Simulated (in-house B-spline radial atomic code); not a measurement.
A fraction x of an electron is removed from 4p in the strontium ion Sr⁵⁺, starting from [Ar] 3d10 4s2 4p3 and keeping the highest spin. Computed with a radial B-spline atomic code at the basis-set limit: non-relativistic CAM-B3LYP, spin-polarised, spherical fractional occupations, point nucleus.

Caution: exact exchange at fractional occupations of open shells leaves self-interaction of up to several eV.

| x | E(x) - E(0) (eV) | 4p up level (eV) |
| --- | --- | --- |
| 0 | 0.0000 | -84.683 |
| 0.12 | 10.2549 | -86.234 |
| 0.18 | 15.4522 | -87.011 |
| 0.32 | 27.7612 | -88.832 |
| 0.46 | 40.3256 | -90.661 |
| 0.5 | 43.9625 | -91.185 |
| 0.58 | 51.2992 | -92.234 |
| 0.64 | 56.8569 | -93.023 |
| 0.77 | 69.0612 | -94.737 |
| 0.93 | 84.3885 | -96.855 |
| 1 | 91.2008 | -97.784 |

The exact functional would give a straight line between the two integer points. Deviations E(x) - E(0) - x[E(1) - E(0)], in eV: -0.689 at x = 0.12, -0.964 at x = 0.18, -1.423 at x = 0.32, -1.627 at x = 0.46, -1.638 at x = 0.5, -1.597 at x = 0.58, -1.512 at x = 0.64, -1.163 at x = 0.77, -0.428 at x = 0.93.

The curve lies below the straight line by up to 1.638 eV (at x = 0.5): convex, the delocalisation error, to which spherically averaged exact exchange adds.

Question: How well does Slater's transition state (minus the level at half occupation) give the ionisation energy?

Answer: It gives 91.185 eV against 91.201 eV from the two total energies; NIST lists 88.00 eV, ground level to ground level. The end point has an open shell averaged over its orbitals, so its exact exchange keeps a self-interaction and this is no true integer point.
